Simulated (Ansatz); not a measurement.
`F[CH2][SnH2][Br]` + H₂ → `F[CH2][SnH3]` + HBr at 700 K and 1 bar (hydrogenolysis of the Sn–Br bond).

Program: Ansatz. Geometries: PBE0-D4/def2-TZVP. ΔE: electronic, gas phase. CCSD(T)/CBS is the MP2 limit (def2-TZVPP, def2-QZVPP) plus CCSD(T) − MP2 in def2-TZVPP, frozen cores. This one scheme is used for every species. def2 core potentials past Kr. For Br, Sn outer-core shells are correlated without core-valence functions, which leaves a few kJ/mol of doubt a bond. Scalar relativity is left out up to krypton. Each species was taken in one conformer, which may not be the lowest.

```
           species  CCSD(T)/CBS energy (Eh)  H − E (kJ/mol)  S (J/(mol·K))
`F[CH2][SnH2][Br]`              -2927.60980           182.5          467.6
                H₂                 -1.17544            46.8          155.3
    `F[CH2][SnH3]`               -354.83026           189.8          407.7
               HBr              -2573.91920            36.5          223.7
```

H − E and S are ideal-gas, rigid-rotor, harmonic terms from PBE0-D4/def2-TZVP, for one conformer and one mirror image of each species. The MP2-based limit puts H₂ 0.8 mEh under its directly extrapolated value; such offsets cancel only in part. 1 Eh = 2625.50 kJ/mol, R = 8.31446 J/(mol·K).

**Question.** By hand: ΔE, ΔH, ΔS and ΔG.

**Answer.** ΔE = (-354.83026) + (-2573.91920) − (-2927.60980) − (-1.17544) = 0.03578 Eh = 93.9 kJ/mol. Δ(H − E) = 189.8 + 36.5 − 182.5 − 46.8 = -3.0, so ΔH = 90.9 kJ/mol. ΔS = 407.7 + 223.7 − 467.6 − 155.3 = 8.5 J/(mol·K). ΔG = 90.9 − 700 × (8.5)/1000 = 85.0 kJ/mol.

**Question.** By hand: the equilibrium constant, and the temperature at which ΔG would vanish if ΔH and ΔS stayed fixed.

**Answer.** log₁₀ K = −ΔG/(RT ln 10) = -6.3. ΔG = 0 at ΔH/ΔS = 10694 K, far beyond where these terms or the molecules hold.

The number of gas molecules stays the same, so ΔS is small and ΔH decides. A doubt of 5 kJ/mol in ΔE shifts log₁₀ K by 0.4 here. Other conformers and mirror images would add mixing entropy, several J/(mol·K) or more a flexible species. Modes under 60 cm⁻¹, often nearly free rotors, make the harmonic entropy too high. These are equilibria of isolated gas molecules and say nothing of rates. Largest T1 diagnostic: 0.013 (customary marks: 0.02 for closed shells, 0.045 for open ones).
